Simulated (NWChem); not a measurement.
System: CaHOF; SMILES [OH][Ca][F]

```xyz
4

Ca     0.2672     0.1368     0.0000
F     -0.4701     1.9803     0.0000
O     -0.1713    -1.8173     0.0000
H     -0.5270    -2.7178     0.0000
```
Atoms are numbered in this order, from 1.

Computed with NWChem. Geometry: optimised at PBE-D3(BJ)/def2-SVP. Level: PBE0/def2-SVPD; rows give the wavelength of the field.

```tsv
field	isotropic polarisability (bohr³)	anisotropy (bohr³)
static	28.9	13.3
1065 nm	29.3	13.3
589 nm	30.2	13.3
```
